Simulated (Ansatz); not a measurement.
Reaction (substitution at a C–S bond): `CC#CS[SiH3]` + `[SH][GeH3]` → `CC#C[S][GeH3]` + `[SiH3]S`

Program: Ansatz. Geometries: PBE0-D4/def2-TZVP. ΔE: electronic, gas phase. CCSD(T)/CBS is the MP2 limit (def2-TZVPP, def2-QZVPP) plus CCSD(T) − MP2 in def2-TZVPP, frozen cores. For Ge outer-core shells are correlated without core-valence functions, which leaves a few kJ/mol of doubt a bond. Scalar relativity is left out up to krypton.

`CC#CS[SiH3]`:

Cartesian coordinates in Å:
```
C 0.176 -2.465 0.529
C 0.444 -1.188 -0.100
C 0.669 -0.126 -0.625
S 1.016 1.337 -1.384
Si -0.421 2.510 -0.300
H -0.182 -3.197 -0.200
H -0.590 -2.360 1.301
H 1.075 -2.868 1.002
H -1.789 1.993 -0.543
H -0.117 2.476 1.151
H -0.281 3.889 -0.832
```

`[SH][GeH3]`:

Z-matrix (Å, degrees):
```
Ge
S 1 2.224
H 1 1.536 2 110.4
H 1 1.533 2 104.8 3 119.2
H 1 1.536 2 110.4 3 -121.7
H 2 1.343 1 94.6 3 60.6
```

`CC#C[S][GeH3]`:

```xyz
11

C     2.474   -0.132    0.641
C     1.136   -0.568    0.299
C     0.022   -0.935    0.015
S    -1.511   -1.504   -0.375
Ge   -2.494    0.488   -0.649
H     3.209   -0.509   -0.076
H     2.536    0.959    0.637
H     2.762   -0.479    1.637
H    -2.409    1.266    0.670
H    -1.776    1.242   -1.776
H    -3.949    0.173   -1.023
```

`[SiH3]S`:

Z-matrix (Å, degrees):
```
Si
S 1 2.137
H 1 1.485 2 111.6
H 1 1.485 2 111.6 3 -122.0
H 1 1.482 2 104.8 3 119.0
H 2 1.344 1 94.7 3 60.9
```

```tsv
species	HF/CBS(def2) energy (Eh)
`CC#CS[SiH3]`	-803.61344
`[SH][GeH3]`	-2475.31786
`CC#C[S][GeH3]`	-2590.06977
`[SiH3]S`	-688.86195
```

**Question.** Work out ΔE.

**Answer.** ΔE = (-2590.06977) + (-688.86195) − (-803.61344) − (-2475.31786) = -0.00042 Eh = -1.1 kJ/mol. CCSD(T)/CBS gives -2.3 kJ/mol.

Largest T1 diagnostic among the species: 0.012.
